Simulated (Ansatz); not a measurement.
The cluster Si2O4 (the lowest singlet isomer of a short search). Total charge 0; singlet. Geometry PBE0-D4/def2-SVP, basis def2-TZVP, Ansatz.

```xyz
6

Si    0.9678   -0.4873   -0.5131
Si   -0.9678    0.4873    0.5132
O    -0.4216    0.2836   -1.0644
O     0.4216   -0.2837    1.0644
O    -2.1886    1.1019    1.1604
O     2.1886   -1.1019   -1.1605
```

| run | HOMO (eV) | LUMO (eV) |
| --- | --- | --- |
| A | -12.13 | -1.18 |
| B | -8.32 | -4.48 |
| C | -11.18 | -2.43 |
| D | -8.06 | -4.16 |
| E | -9.66 | -3.29 |

The structure comes from a short search, and lower isomers may exist.

Q: The runs used BHLYP, LDA (SPW92), PBE, PBE0, ωB97X-V. Estimate which is which.

A: A ωB97X-V (range-separated); B LDA (SPW92) (0 % exact exchange); C BHLYP (50 % exact exchange); D PBE (0 % exact exchange); E PBE0 (25 % exact exchange). Exact exchange lowers occupied and raises empty levels; among semilocal functionals meta-GGAs tend to open the gap a little, and such runs are hard to tell apart. The gap grows from 3.83 eV (LDA (SPW92)) to 10.96 eV (ωB97X-V).
